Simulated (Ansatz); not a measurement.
Gas-phase electronic energies from Ansatz, PBE0-D4/def2-TZVP geometries. CBS: MP2 limit from def2 TZ/QZ plus the TZ coupled-cluster correction, frozen cores. This one scheme is used for every species. One conformer a species, not always the lowest.

Reaction (formal exchange of groups at the Si–B bond): `NC[SiH2]BF` + `C#C` → `C#C[SiH2]CN` + `BF`

| species | MP2/def2-QZVPP energy (Eh) |
| --- | --- |
| `NC[SiH2]BF` | -510.52150 |
| `C#C` | -77.18337 |
| `C#C[SiH2]CN` | -461.96459 |
| `BF` | -125.77198 |

(1) Work out ΔE.

Largest T1 diagnostic among the species: 0.013.

## Answers

(1) ΔE = (-461.96459) + (-125.77198) − (-510.52150) − (-77.18337) = -0.03170 Eh = -19.9 kcal/mol. CCSD(T)/CBS gives -17.2 kcal/mol.

The D4 term adds −0.7 kcal/mol with B3LYP and −0.4 kcal/mol with PBE0; it sums over pairs of atoms, weighted by their polarisabilities, and B3LYP, whose exchange is more repulsive, gets the larger term. From PBE to PBE0 (25 % exact exchange), in def2-TZVPP and without D4, ΔE moves by −1.1 kcal/mol.

B3LYP here is the variant with VWN-RPA as its local correlation; programs differ in this.
